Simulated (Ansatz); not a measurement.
Reactions of BrClGe (`[Cl][Ge][Br]`).

Program: Ansatz. Geometries: PBE0-D4/def2-TZVP. ΔE: electronic, gas phase. CCSD(T)/CBS adds triple-zeta CCSD(T) − MP2 to the extrapolated MP2 energy (def2 sets, frozen cores). This one scheme is used for every species, atoms too. Functionals use def2-TZVPP. No spin–orbit coupling; open shells (•) take unrestricted orbitals. Spin–orbit coupling would lower the free atoms: a little for Cl; clearly for Br, Ge. For Br, Ge outer-core shells are correlated without core-valence functions, so the limit isn't a true one: a few kJ/mol of doubt a bond, and 10 to 20 or more in all where bonds break to atoms. Scalar relativity is left out up to krypton. One conformer a species, not always the lowest.

```
                                    reaction  CCSD(T)/CBS(def2) (eV)
            `[Cl][Ge][Br]` → Br• + Cl• + Ge•                       ?
 `[Cl][Ge][Br]` + H₂O → `[OH][Ge][Cl]` + HBr                    0.37
     `[Cl][Ge][Br]` + H₂ → `[GeH][Br]` + HCl                    1.23
`[Cl][Ge][Br]` + NH₃ → `[NH2][Ge][Br]` + HCl                    0.46
```

(1) Fill in the missing values. (Estimate.)

Largest T1 diagnostic: 0.014, for `[OH][Ge][Cl]`.

Answers

(1) The calculation gave: `[Cl][Ge][Br]` → Br• + Cl• + Ge•: +7.97 eV.
